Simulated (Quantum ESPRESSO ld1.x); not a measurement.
The numbers below are computed, except where a source is named.
Tc+, 42 electrons, occupied as [Kr] 4d5 5s1 (the NIST ground configuration). Code: ld1.x of Quantum ESPRESSO 7.5. Model: Dirac Kohn-Sham, BLYP, spin-unpolarised, spherical densities, point nucleus; open shells are shared between the two j in proportion to 2j + 1.

Unscreened Slater integrals over Kohn-Sham orbitals (hartree). Large and small components are both included. Empty in this configuration: 5p1/2.

F0(5s1/2,5s1/2): 0.29662
F0(5s1/2,4d5/2): 0.35527
G2(5s1/2,4d5/2): 0.074609
F0(5s1/2,4d3/2): 0.35601
G2(5s1/2,4d3/2): 0.072864
F0(5s1/2,4p3/2): 0.37333
G1(5s1/2,4p3/2): 0.025294
F0(5s1/2,5p1/2): 0.26184
G1(5s1/2,5p1/2): 0.16860
F0(4d5/2,4d5/2): 0.54103
F2(4d5/2,4d5/2): 0.26572
F4(4d5/2,4d5/2): 0.17189
F0(4d5/2,4d3/2): 0.54407
F2(4d5/2,4d3/2): 0.26726
G2(4d5/2,4d3/2): 0.26717
G4(4d5/2,4d3/2): 0.17287
F0(4d5/2,4p3/2): 0.62596
F2(4d5/2,4p3/2): 0.29913
G1(4d5/2,4p3/2): 0.37022
G3(4d5/2,4p3/2): 0.22455
F0(4d5/2,5p1/2): 0.29570
G3(4d5/2,5p1/2): 0.035994
F0(4d3/2,4d3/2): 0.54715
F2(4d3/2,4d3/2): 0.26887
F0(4d3/2,4p3/2): 0.63058
F2(4d3/2,4p3/2): 0.30266
G1(4d3/2,4p3/2): 0.37581
G3(4d3/2,4p3/2): 0.22802
F0(4d3/2,5p1/2): 0.29612
G1(4d3/2,5p1/2): 0.045292
F0(4p3/2,4p3/2): 0.76223
F2(4p3/2,4p3/2): 0.39956
F0(4p3/2,5p1/2): 0.30607
G2(4p3/2,5p1/2): 0.014863
F0(5p1/2,5p1/2): 0.23830
